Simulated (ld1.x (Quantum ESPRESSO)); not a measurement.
# Mo: from the effect back to the setting (TM)

Base potential:

Mo, norm-conserving Troullier–Martins (Kleinman–Bylander form), made with ld1.x (Quantum ESPRESSO) 7.5 (PBE, scalar-relativistic). Core [Ar] 3d10, reference 4s2 4p6 4d4 5s0 5p0 (charge +2). Waves: 4p (bound): rc 1.70 bohr; 4d (bound): rc 1.45 bohr; 4s (bound): rc 1.65 bohr. Local part: the s channel. Core correction: none.

Cutoffs, loose and tight: the cutoffs (Ry, on a coarse ladder) from which the occupation-weighted sum of valence levels, in a spherical-Bessel basis at the reference potential, stays within 10 and 1 mRy of its value at 400 Ry. They do not see the model core or the augmentation charge, which bear on the density cutoff. Test errors are all-electron minus pseudo excitation energies from the reference, over the configurations 4s2 4p6 4d5 5s1 5p0; 4s2 4p6 4d5 5s0 5p0; 4s2 4p6 4d3 5s0 5p0; 4s2 4p6 4d5 5s0.5 5p0; 4s2 4p6 4d4 5s1 5p0; 4s2 4p6 4d5 5s0 5p1; 4s2 4p6 4d4 5s2 5p0; variants that change the core or the reference have their own tests.

Only the scale of all radii (base = 1) is moved:

```
scale of all radii (base = 1)  cutoff, loose  cutoff, tight  bound ghosts  largest test error (meV)  median size of the test errors
                         0.75         120 Ry         200 Ry          none                      +209                        51.5 meV
                         0.85          90 Ry         140 Ry          none                      +509                       124.3 meV
                         0.88          70 Ry         110 Ry          none                      +734                       179.4 meV
                         0.98          55 Ry          80 Ry          none                     +1454                       360.0 meV
                          1.1          45 Ry          60 Ry          none                     +2637                       667.5 meV
                         1.18          45 Ry          55 Ry          none                     +3834                       989.8 meV
                         1.26          40 Ry          50 Ry          none                     +5192                      1366.4 meV
                          1.3          40 Ry          50 Ry          none                     +5651                      1495.6 meV
                         1.37          40 Ry          50 Ry          none                     +6530                      1745.1 meV
```

Task: One more run gave cutoff, loose: 50 Ry; cutoff, tight: 70 Ry; bound ghosts: none; largest test error (meV): +1983; median size of the test errors: 495.9 meV. Which value of the scale of all radii (base = 1) was used?

Result: 1.04. The median size of the test errors moves one way along this sweep, from 51.5 meV at 0.75 to 1745.1 meV at 1.37, which places the run between 0.98 and 1.1.
